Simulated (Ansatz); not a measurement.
Stepwise reaction of `Cl[SiH](Cl)[O][GeH3]` with water, as a gas-phase model of exchange steps in deposition or etching. ΔE in kJ/mol.

Program: Ansatz. Geometries: PBE0-D4/def2-TZVP. ΔE: electronic, gas phase. CCSD(T)/CBS is the MP2 limit (def2-TZVPP, def2-QZVPP) plus CCSD(T) − MP2 in def2-TZVPP, frozen cores. This one scheme is used for every species. DFT in def2-TZVPP. B3LYP here is the variant with VWN-RPA as its local correlation; programs differ in this. For Ge outer-core shells are correlated without core-valence functions, which leaves a few kJ/mol of doubt a bond. Scalar relativity is left out up to krypton. Each species was taken in one conformer, which may not be the lowest.

```csv
step,reaction,PBE-D4,B3LYP-D4,ωB97M-V,CCSD(T)/CBS
2,`O[SiH](Cl)[O][GeH3]` + H₂O → `O[SiH](O)[O][GeH3]` + HCl,4.2,-2.6,-2.0,-0.7
```

(1) Give the row of step 1, `Cl[SiH](Cl)[O][GeH3]` + H₂O → `O[SiH](Cl)[O][GeH3]` + HCl. (Estimate.)

(2) By hand: ΔE of the 2 steps together at CCSD(T)/CBS.

## Answers

(1) The calculation gave: 
| step | reaction | PBE-D4 | B3LYP-D4 | ωB97M-V | CCSD(T)/CBS |
| --- | --- | --- | --- | --- | --- |
| 1 | `Cl[SiH](Cl)[O][GeH3]` + H₂O → `O[SiH](Cl)[O][GeH3]` + HCl | -1.8 | -9.3 | -8.5 | -6.3 |

(2) (-6.3) + (-0.7) = -7.0 kJ/mol, or -3.5 kJ/mol a step.

In ΔE each step is higher than the one before. PBE-D4 differs from CCSD(T)/CBS by 4.5 to 4.9 kJ/mol a step. Isolated molecules leave out the surface, adducts and barriers. Largest T1 diagnostic: 0.012.
